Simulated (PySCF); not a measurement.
CH₄B₂F₂.
Numbering: `[BH2:1][CH2:2][B:3]([F:4])[F:5]` (hydrogens: H6, H7 on B1; H8, H9 on C2)

Method: PBE0-D3(BJ)/def2-SVP geometry optimisation, gas phase (PySCF).

**Question.** List the bond lengths, angles and torsions at this level.

**Answer.** 
```csv
bond,length (pm),order
B1–C2,155.7,single
C2–B3,156.4,single
"B3–F4, B3–F5",132.1,single
"B1–H6, B1–H7",120.9,single
"C2–H8, C2–H9",110.1,single
```

Bonds in one row agree within 1 pm and their mean is given. Orders are formal, as drawn. A selection of angles:
```csv
angle,degrees
C2–B1–H6,120.7
C2–B1–H7,120.4
H6–B1–H7,118.9
B1–C2–B3,106.6
B1–C2–H8,111.3
B3–C2–H8,107.0
H8–C2–H9,112.2
C2–B3–F4,121.7
F4–B3–F5,116.3
```

Torsions: B1–C2–B3–F4 -83° (synclinal). The mirror-image conformer, all signs reversed, is as good.

B1 (three-coordinate boron) is planar (angles 120.7°, 120.4° and 118.9°, sum 359.9°, 0.02 Å off the plane of its three neighbours). B3 (three-coordinate boron) is planar (angles 122.0°, 121.7° and 116.3°, sum 360.0°, 0.00 Å off the plane of its three neighbours).

Point group: near Cs, missed by 0.21 Å at most; the miss may be what the optimiser left on a soft mode. No PBE0-D3(BJ)/def2-SVP frequencies stand behind this structure, so it isn't proved a minimum. The numbers are those of one conformer (H–B1–C2–B3 89° and -88°, B1–C2–B3–F4 -83°).
